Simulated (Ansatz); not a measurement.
CH7BOSi, SMILES `COB[SiH3]`, one more setting.

```yaml
crystal:
  periodic: [false, false, false]
  atoms:
    - {symbol: C, position_ang: [-1.637322, 1.189061, -0.641127]}
    - {symbol: O, position_ang: [-0.344493, 0.795358, -0.216932]}
    - {symbol: B, position_ang: [-0.033148, -0.479071, 0.058590]}
    - {symbol: Si, position_ang: [1.848436, -0.925009, 0.660778]}
    - {symbol: H, position_ang: [-1.553961, 1.668606, -1.617963]}
    - {symbol: H, position_ang: [-2.034741, 1.912308, 0.073104]}
    - {symbol: H, position_ang: [-2.308132, 0.328418, -0.707743]}
    - {symbol: H, position_ang: [-0.886638, -1.325977, -0.059417]}
    - {symbol: H, position_ang: [1.812086, -1.551811, 2.014318]}
    - {symbol: H, position_ang: [2.454585, -1.927912, -0.262569]}
    - {symbol: H, position_ang: [2.748626, 0.259229, 0.719662]}
basis:
  gaussian: {orbitals: "6-31++G**", nuclear_model: gaussian}
hamiltonian: {xc: {name: revPBE0}, dispersion: d3bjatm}
accuracy: high
output: {forces: true}
```

```sh
$ ansatz run in.yaml --threads 2 --pin off --events-out ev --progress --plain --max-ram 4352MiB
```

Shortened log:

```
Functional definition: revPBE0
2649 factors; integrals over basis functions are off by at most 3.6e-9 eV
mean field evaluation 1: about -11744.1146 eV, gradient 4.6e1 eV
mean field evaluation 2: about -11739.2320 eV, gradient 6.9e1 eV
mean field evaluation 4: about -11748.8290 eV, gradient 2.6e0 eV
mean field evaluation 8: about -11748.9850 eV, gradient 1.3e-1 eV
mean field evaluation 16: about -11748.9850 eV, gradient 2.9e-6 eV
mean field -11748.98504496 eV, -431.7672366543 hartree, gradient 2.4e-8 eV, S^2 0.000000; 0 other end points of the search recorded, 0 dependent functions left out
reference -11748.98505202 eV, -431.7672369138 hartree; 20, 20 occupied and 102, 102 virtual orbitals, 2649 factors
Total energy: -11749.37363379 eV, -431.7815170304 hartree
Atom 0 at    -1.637322     1.189061    -0.641127 Å, force    -0.177876     0.044420    -0.056890 eV/Å
Atom 1 at    -0.344493     0.795358    -0.216932 Å, force     0.145714     0.265898     0.001932 eV/Å
Atom 2 at    -0.033148    -0.479071     0.058590 Å, force     0.011385    -0.280824     0.044159 eV/Å
Atom 3 at     1.848436    -0.925009     0.660778 Å, force     0.043330     0.004232     0.012191 eV/Å
Atom 4 at    -1.553961     1.668606    -1.617963 Å, force     0.015918     0.029119    -0.067620 eV/Å
Atom 5 at    -2.034741     1.912308     0.073104 Å, force    -0.018994     0.047063     0.055541 eV/Å
Atom 6 at    -2.308132     0.328418    -0.707743 Å, force    -0.058184    -0.049697    -0.009354 eV/Å
Atom 7 at    -0.886638    -1.325977    -0.059417 Å, force    -0.025144    -0.032287    -0.001965 eV/Å
Atom 8 at     1.812086    -1.551811     2.014318 Å, force     0.004234    -0.026286     0.048603 eV/Å
Atom 9 at     2.454585    -1.927912    -0.262569 Å, force     0.026420    -0.038894    -0.030003 eV/Å
Atom 10 at     2.748626     0.259229     0.719662 Å, force     0.033196     0.037255     0.003406 eV/Å
Dipole moment:    -0.462087     0.161033    -0.155232 e Å
```

It took 7 s on 2 threads of an Intel Xeon Platinum 8488C on a shared host, with 0.55 GiB of host memory at the peak.
